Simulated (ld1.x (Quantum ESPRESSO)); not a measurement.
# Before and after: TM potential for potassium (K)

ld1.x (Quantum ESPRESSO) 7.5 input, shortened:

```
&input
   title='K', zed=19., rel=1, dft='PZ', iswitch=3,
   config='[Ar] 3d0 4s0.5 4p0'
 /
 &inputp
   pseudotype=2, tm=.true., lloc=0,
   nlcc=.true., new_core_ps=.true., rcore=3.10
 /
3
4P  2  1   0.00   0.00  4.20  4.20  0.0
3D  3  2   0.00   0.00  4.20  4.20  0.0
4S  1  0   0.50   0.00  3.40  3.40  0.0
 &test
   configts(1)='3d0 4s0.5 4p0'
 /
```

All-electron outer shells of the reference configuration (LDA (PZ), scalar-relativistic, ld1.x):

```tsv
shell	level (eV)	outermost node (bohr)	outermost maximum (bohr)
3p	-21.70	0.45	1.15
4s	-4.43	1.58	3.78
4p	-2.46	1.85	5.04
3d	-1.66	–	2.44
```

Change: wave 3d (bound): rc 4.20 bohr becomes 3d (bound): rc 2.92 bohr.

Cutoffs: the cutoffs (Ry, on a coarse ladder) from which the occupation-weighted sum of valence levels, in a spherical-Bessel basis at the reference potential, stays within 10 and 1 mRy of its value at 400 Ry; they do not see the model core or the augmentation charge, which bear on the density cutoff. Errors are all-electron minus pseudo energies relative to the spin-unpolarised reference configuration.

Question: How do hardness, ghosts and transferability respond?

Answer: Both files are so soft that the ladder of cutoffs tells neither apart; of the 6 tests that both files solve, the error grows in 2 and shrinks in 0 by more than 15 % and 0.3 meV (median size 1.2 → 1.3 meV); neither file shows a bound ghost.

```csv
quantity,base,changed
"cutoff, loose",6 Ry,6 Ry
"cutoff, tight",6 Ry,6 Ry
bound ghosts,none,none
"error for 3d0 4s1 4p0, meV [ΔE -1.71 eV]",-1.4,-1.4
"error for 3d0 4s0 4p1, meV [ΔE -0.08 eV]",-1.8,-1.8
"error for 3d1 4s0 4p0, meV [ΔE 0.80 eV]",+1.6,-2.4
"error for 3d0.5 4s0.5 4p0, meV [ΔE -0.46 eV]",-0.4,-1.2
"error for 3d0 4s0.5 4p0 (spin-polarised), meV [ΔE -0.05 eV]",-0.1,-0.1
"error for 3d0 4s1 4p0 (spin-polarised), meV [ΔE -1.85 eV]",-0.9,-0.9
s: phases at 4.54 bohr within 0.05 rad from the reference energy up to (Ry; the scan ends near 5),0.7,0.7
p: phases at 4.54 bohr within 0.05 rad from the reference energy up to (Ry; the scan ends near 5),n/a,n/a
d: phases at 4.54 bohr within 0.05 rad from the reference energy up to (Ry; the scan ends near 5),0.2,0.3
```

Changed file: The cutoffs count occupied waves only; the empty 3d level needs 18 Ry at the loose tolerance.
